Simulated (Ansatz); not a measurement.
Calculated with Ansatz (gas phase, PBE0-D4/def2-TZVP geometries, no zero-point term in ΔE). CCSD(T)/CBS is the MP2 limit (def2-TZVPP, def2-QZVPP) plus CCSD(T) − MP2 in def2-TZVPP, frozen cores. Functionals use def2-TZVPP. For Ge outer-core shells are correlated without core-valence functions, which leaves a few kJ/mol of doubt a bond. Scalar relativity is left out up to krypton. One conformer a species, not always the lowest.

Reaction (formal exchange of groups at the Al–C bond): `[CH3][AlH][CH2][GeH3]` + `c1ccccc1` → `[CH3][AlH][c]1ccccc1` + `[CH3][GeH3]`

(1) Is it downhill or uphill in electronic energy at CCSD(T)/CBS, and by how much? (An estimate is asked.)

(2) What do these levels give: r2SCAN-D4, r2SCAN, MP2/def2-TZVPP, HF/def2-QZVPP, MP2/def2-QZVPP, CCSD/CBS(def2)? (Best estimate.)

Largest T1 diagnostic among the species: 0.011.

## Answers

(1) The calculation gave: Nearly level: ΔE = +0.02 eV.

(2) Computed: r2SCAN-D4 0.02, r2SCAN 0.03, MP2/def2-TZVPP -0.02, HF/def2-QZVPP 0.01, MP2/def2-QZVPP 0.00, CCSD/CBS(def2) 0.04 eV.
